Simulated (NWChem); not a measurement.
Extrapolating the CCSD correlation energy of BCl

```
B
Cl 1 1.7192
```
Charge 0, spin multiplicity 1.

Everything below was run with NWChem. The geometry was optimised at PBE0/def2-SVP, a minimum by its harmonic frequencies.

The correlated methods keep 6 core orbitals frozen. The structure started from a generated list of species. No row is a measurement; the coupled-cluster row has its own basis-set and correlation limits.

Worked example. The CCSD correlation energy is -288.93 mHa in cc-pVTZ and -310.06 mHa in cc-pVQZ. The form E(X) = E∞ + A/X³ turns the pair into an estimate of the basis-set limit.

E∞ = (4³·(-310.06) − 3³·(-288.93))/(4³ − 3³) = -325.5 mHa. The larger basis holds 95 % of that. This is a two-point estimate.
